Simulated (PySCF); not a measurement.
Two species compared at the same levels of theory.

First species: C₄H₈P₂Si₂.
Structure used (GFN2-xTB), in Å, numbered top down from 1:
```
atom  x, y, z in Å
Si1    3.4448   -0.1717   -0.2788
C2     1.5536   -0.1091   -0.1141
C3     0.9222   -0.8191    0.8788
P4    -0.7634   -0.9326    1.2926
C5    -1.5544    0.0992    0.1215
Si6   -3.4455    0.1835    0.2788
C7    -0.9228    0.8014   -0.8777
P8     0.7617    0.9149   -1.2923
H9     3.7835   -0.4912   -1.6659
H10    3.9872    1.1404    0.0811
H11    3.9509   -1.2008    0.6327
H12    1.5556   -1.4153    1.5334
H13   -4.0259   -0.9615   -0.4282
H14   -3.7988    0.1408    1.6971
H15   -3.9003    1.4315   -0.3392
H16   -1.5561    1.3987   -1.5312
```

Second species: C6H9ClO.
Atom-mapped SMILES: `[CH3:1][CH2:2]/[CH:3]=[C:4](\[CH3:5])[C:6](=[O:7])[Cl:8]` (hydrogens: H9, H10, H11 on C1; H12, H13 on C2; H14 on C3; H15, H16, H17 on C5)

Levels: CAM-B3LYP/def2-SVPD for dipole moment, HOMO energy, LUMO energy, HOMO–LUMO gap, static isotropic polarisability and electronic spatial extent ⟨r²⟩ about the centre of nuclear charge; TDDFT CAM-B3LYP/def2-SVPD for lowest singlet excitation; TDA CAM-B3LYP/def2-SVPD for lowest triplet excitation (Tamm–Dancoff); GFN2-xTB for rotational constant A and rotational constant C. Geometries: GFN2-xTB. Each structure is a single optimised conformer of the isolated species, non-relativistic unless stated; the electronic structure was computed with PySCF and density fitting.

Dipoles, sizes and rotational constants follow the conformer. The torsions of the flexible species, by atom-mapped SMILES:
- `[CH3:1][CH2:2]/[CH:3]=[C:4](\[CH3:5])[C:6](=[O:7])[Cl:8]`: C1–C2–C3–C4 -131°, C3–C4–C6–O7 180°

Values for the first species:

| Item | Value |
| --- | --- |
| Dipole moment | 0.02 D |
| HOMO energy | -8.08 eV |
| LUMO energy | -1.57 eV |
| HOMO–LUMO gap | 6.51 eV |
| Lowest singlet excitation | 4.15 eV |
| Lowest triplet excitation (Tamm–Dancoff) | 2.33 eV |
| Static isotropic polarisability | 153.5 au |
| Electronic spatial extent ⟨r²⟩ about the centre of nuclear charge | 2330 bohr² |
| Rotational constant A | 2.470 GHz |
| Rotational constant C | 0.464 GHz |

Problem. Estimate the same properties for the second species, and the change in each.

Solution. 
| property | first | second | second less first |
| --- | --- | --- | --- |
| dipole moment | 0.02 D | 4.35 D | +4.33 D |
| HOMO energy | -8.08 eV | -9.20 eV | -1.12 eV |
| LUMO energy | -1.57 eV | -0.88 eV | +0.69 eV |
| HOMO–LUMO gap | 6.51 eV | 8.32 eV | +1.81 eV |
| lowest singlet excitation | 4.15 eV | 4.64 eV | +0.49 eV |
| lowest triplet excitation (Tamm–Dancoff) | 2.33 eV | 3.44 eV | +1.11 eV |
| static isotropic polarisability | 153.5 au | 92.1 au | -61.4 au |
| electronic spatial extent ⟨r²⟩ about the centre of nuclear charge | 2330 bohr² | 1490 bohr² | -840 bohr² |
| rotational constant A | 2.470 GHz | 2.516 GHz | +0.046 GHz |
| rotational constant C | 0.464 GHz | 0.759 GHz | +0.295 GHz |

On the first: S1 lies 2.36 eV below the HOMO–LUMO gap; its leading configuration is HOMO→LUMO, weight 0.66. The principal polarisabilities are 99.2, 152.9 and 208.2 au; their mean is the isotropic value. GFN2-xTB frequencies show an imaginary mode (22i cm⁻¹), so this geometry is no minimum at that level.

On the second: S1 lies 3.68 eV below the HOMO–LUMO gap; its leading configuration is HOMO−1→LUMO, weight 0.90. The principal polarisabilities are 65.3, 94.8 and 116.0 au; their mean is the isotropic value.
